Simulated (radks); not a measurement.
Species: Mo3+. Configuration: [Kr] 5s1 5p2 (not the ground configuration). Method: Dirac Kohn-Sham, PBEsol, spin-unpolarised, spherical densities, finite nucleus; open shells fill j = l - 1/2 first; Fermi nuclear charge, rms radius 4.4091 fm; computed with a radial shooting solver on a logarithmic mesh with Libxc functionals.

Normalised radial functions P(r) = r R(r) (large component), r in bohr:

r	3d3/2	3d5/2
0.001577	0.0000	0.0000
0.001821	0.0000	0.0000
0.002104	0.0000	0.0000
0.00241	0.0000	0.0000
0.002783	0.0001	0.0000
0.003214	0.0001	0.0001
0.003683	0.0001	0.0001
0.004253	0.0002	0.0001
0.004912	0.0003	0.0002
0.005672	0.0004	0.0003
0.006499	0.0005	0.0004
0.007505	0.0008	0.0007
0.008668	0.0012	0.0010
0.00993	0.0017	0.0015
0.01147	0.0026	0.0022
0.01324	0.0038	0.0033
0.01517	0.0055	0.0049
0.01752	0.0080	0.0073
0.02024	0.0118	0.0107
0.02319	0.0168	0.0155
0.02678	0.0245	0.0227
0.03093	0.0353	0.0331
0.03543	0.0497	0.0468
0.04092	0.0707	0.0671
0.04726	0.0997	0.0951
0.05414	0.1366	0.1309
0.06253	0.1883	0.1814
0.07221	0.2560	0.2476
0.08273	0.3373	0.3274
0.09555	0.4439	0.4324
0.1103	0.5727	0.5597
0.1274	0.7226	0.7082
0.146	0.8797	0.8645
0.1686	1.0549	1.0395
0.1947	1.2273	1.2126
0.2231	1.3735	1.3602
0.2577	1.4936	1.4829
0.2976	1.5608	1.5535
0.3409	1.5637	1.5601
0.3937	1.4968	1.4973
0.4547	1.3617	1.3660
0.5209	1.1836	1.1906
0.6016	0.9618	0.9706
0.6948	0.7312	0.7404
0.796	0.5276	0.5361
0.9193	0.3448	0.3519
1.062	0.2053	0.2105
1.216	0.1142	0.1176
1.405	0.0545	0.0565
1.622	0.0227	0.0237
1.859	0.0086	0.0090
2.147	0.0026	0.0027
2.479	0.0006	0.0007
2.863	0.0001	0.0001
3.28	0.0000	0.0000
3.788	0.0000	0.0000
4.375	0.0000	0.0000
5.012	0.0000	0.0000
5.788	0.0000	0.0000
6.685	0.0000	0.0000
7.659	0.0000	0.0000
8.845	0.0000	0.0000

3d3/2: eigenvalue -274.04 eV, 0 radial nodes, <r> = 0.413 bohr, 90 % of the charge inside 0.660 bohr. 3d5/2: eigenvalue -270.71 eV, 0 radial nodes, <r> = 0.416 bohr, 90 % of the charge inside 0.665 bohr.
